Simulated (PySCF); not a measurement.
Excitation energy of S by level of theory

S [Ne] 3s2 3p4 (3P) → S [Ne] 3s1 3p5 (3P), as a difference of total energies. Calculation: PySCF 2.14, in aug-cc-pV(D+d)Z (5s4p3d, 32 functions); the non-relativistic Hamiltonian (point nucleus). Correlated levels: valence: [Ne] frozen. The calculations carry no spin-orbit coupling.

Task: Order these methods by the excitation energy they give, lowest first.
A. CCSD (valence)
B. SCS-MP2 (valence)
C. CCSD(T) (valence)
D. UHF

Result: C (72493 cm⁻¹), A (74596 cm⁻¹), B (82204 cm⁻¹), D (92542 cm⁻¹).

Errors of the correlated levels include the incompleteness of this basis and the frozen core.

The coupled-cluster amplitudes are large for the upper state (T1 above 0.03 or a double amplitude above 0.15), so a single reference is strained.

For comparison: 72008 cm⁻¹ (measured; NIST levels, between the centres of gravity of the two terms).
